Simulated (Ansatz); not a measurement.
Correlation energies of CH$_{4}$O$_{2}$Sn by basis set

Z-matrix (Å, degrees):
```
Sn
O 1 2.454
O 1 2.022 2 84.3
H 1 1.792 2 85.1 3 -94.3
C 2 1.209 1 117.9 3 -12.5
H 3 0.960 1 112.1 2 -92.5
H 5 1.102 2 120.5 1 3.7
H 5 1.101 2 119.6 1 -176.4
```

Total charge 0; spin multiplicity 1. Correlated methods include outer-core shells of Sn, which these sets cover unevenly. Sn: def2 effective core potential. The bonds changed during the relaxation, so this is another structure than the one it started from. The structure was optimised at the PBE0-D4/def2-TZVP level. It is one conformer, not always the lowest. Frozen core, restricted reference, the Gaussian-basis code of Ansatz.

```csv
basis,HF (Eh),MP2 corr.,CCSD corr.,(T),CCSD(T) total
def2-SVP,-403.10332,-0.60779,-0.64169,?,?
def2-TZVPP,-403.34806,-0.95833,?,-0.03543,?
def2-QZVPP,?,?,–,–,–
```

(1) Fill in the withheld values. (Best estimate.)

## Answers

(1) The calculation gave: def2-SVP (T): -0.01843; def2-SVP CCSD(T) total: -403.76344; def2-TZVPP CCSD corr.: -0.96760; def2-TZVPP CCSD(T) total: -404.35109; def2-QZVPP HF (Eh): -403.35932; def2-QZVPP MP2 corr.: -1.22117.
